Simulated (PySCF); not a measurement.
Energy landscape of CH₆Ge, singlet: internal rotation, threefold axis kept, other coordinates relaxed. Scanned: torsion (0 = eclipsed). Other coordinates (C-Ge length, H-C-Ge angle, H-Ge-C angle, C-H length, Ge-H length) were minimised at PBE0/def2-TZVP.

Method: CCSD(T) on RHF/cc-pVDZ, 10 core orbitals frozen in PySCF 2.14.0.

Scanned values (°): 0, 10, 20, 30, 40, 50, 60.

Describe the profile: where are the wells and the tops?

Lower than their neighbours: 60° (0.00 kJ/mol, end of the scan). Higher than their neighbours: 0° (5.14 kJ/mol, end of the scan). The whole profile spans 5.14 kJ/mol.
